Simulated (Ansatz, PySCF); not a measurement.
Reaction (SMILES): CN(C)C(=O)N(C)C + 2 C (CH4) + 4 N (NH3) → C=O (CH2O) + 6 CN (CH5N) [methanamine]
Geometries: B3LYP-D3(BJ)/def2-TZVP minima from Ansatz (a first-principles code), one conformer each, not searched for the lowest.

Wanted: bond separation energy (0 K, with B3LYP-D3(BJ) harmonic zero-point energies from PySCF), in kcal/mol. Cores are frozen in the correlated levels unless marked. Spin-orbit coupling is left out. No relativistic terms. CBS(X,Y): correlation extrapolated as X^-3; Hartree-Fock from the larger set. The bracket is a focal-point correction in the basis named.

```csv
level,program,bond separation energy (kcal/mol)
revPBE-D3(BJ)/def2-TZVPD,Ansatz + dftd3,…
PBE0/def2-TZVPD,Ansatz,…
BHLYP/def2-TZVPD,Ansatz,66.9
r2SCANh-D4/def2-TZVPD,Ansatz + dftd4,78.4
CAM-B3LYP-D3(BJ)/def2-TZVPD,Ansatz + dftd3,73.1
wB97M-V/def2-TZVPD,Ansatz,73.6
wB97X/def2-TZVPD,Ansatz,71.3
PBE-QIDH/def2-TZVPD,Ansatz,74.9
SCS-MP2/6-31G,Ansatz,71.9
CCSD/STO-3G,Ansatz,36.0
CCSD/6-31G*,Ansatz,…
"RI-MP2/CBS(cc-pVTZ,cc-pVQZ)+[CCSD(T)-MP2]/cc-pVTZ",Ansatz,…
```

### Question
What belongs in the gaps?

### Answer

- revPBE-D3(BJ)/def2-TZVPD, bond separation energy (kcal/mol): 72.6
- PBE0/def2-TZVPD, bond separation energy (kcal/mol): 70.4
- CCSD/6-31G*, bond separation energy (kcal/mol): 69.6
- RI-MP2/CBS(cc-pVTZ,cc-pVQZ)+[CCSD(T)-MP2]/cc-pVTZ, bond separation energy (kcal/mol): 73.8
